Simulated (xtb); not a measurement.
Si(Cl)(SH) (ClHSSi), SMILES S[Si]Cl (connectivity only; charge and spin as stated), neutral, multiplicity 1. All values are semi-empirical tight-binding results from xtb (GFN2-xTB unless named), good for trends rather than for accurate numbers. Geometry: GFN2-xTB. One conformer was computed; it need not be the lowest.

Optimised geometry:

Bonded distances (Å): Si1–Cl2 2.041, Si1–S3 2.183, S3–H4 1.327. Bond angles (°): Cl2–Si1–S3 99.7, Si1–S3–H4 95.0.
Charge 0, spin multiplicity 1.

* **point group as xtb finds it**: Cs
* **orbital gap**: 2.49 eV
* **zero-point energy**: 6.4 kcal/mol
* **G − E(el) at 298.15 K (modified RRHO)**: -11.4 kcal/mol
* **static polarisability (D4 model)**: 67.4 bohr³
* **solvation energy, GFN2-xTB/ALPB(water)**: -0.9 kcal/mol
* **solvation energy, GFN2-xTB/ALPB(acetone)**: -3.5 kcal/mol

Q: Give the atomic charges and the Wiberg bond orders between heavy atoms. (Estimate from the structure and the level; the computed values follow.)

A: charges (e) Si1 0.46, Cl2 -0.24, S3 -0.37, H4 0.16. Bond orders Si1–Cl2 1.20, Si1–S3 1.23.
